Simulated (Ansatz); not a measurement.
Consider the substitution at a C–F bond: `N[SiH](F)CF` + HCl → `N[SiH](F)CCl` + H–F.

Calculated with Ansatz (gas phase, PBE0-D4/def2-TZVP geometries, no zero-point term in ΔE). CCSD(T)/CBS adds triple-zeta CCSD(T) − MP2 to the extrapolated MP2 energy (def2 sets, frozen cores). This one scheme is used for every species. DFT in def2-TZVPP. One conformer a species, not always the lowest.

| level | ΔE (eV) |
| --- | --- |
| B2PLYP | -0.34 |
| SCS-MP2/def2-QZVPP | -0.46 |

(1) What does CCSD(T)/CBS give? (An estimate is asked.)

Largest T1 diagnostic among the species: 0.011.

## Answers

(1) The calculation gave: -0.46 eV. The listed levels differ from it by 0.12, 0.00 eV.

From PBE to PBE0 (25 % exact exchange), in def2-TZVPP and without D4, ΔE moves by −0.04 eV. The D4 term adds −0.06 eV with B3LYP and −0.03 eV with PBE0; it sums over pairs of atoms, weighted by their polarisabilities, and B3LYP, whose exchange is more repulsive, gets the larger term. In def2-TZVPP, CCSD(T) changes the Hartree–Fock value by −0.15 eV (the triples alone add −0.03 eV) and MP2 by −0.26 eV.

B3LYP here is the variant with VWN-RPA as its local correlation; programs differ in this.
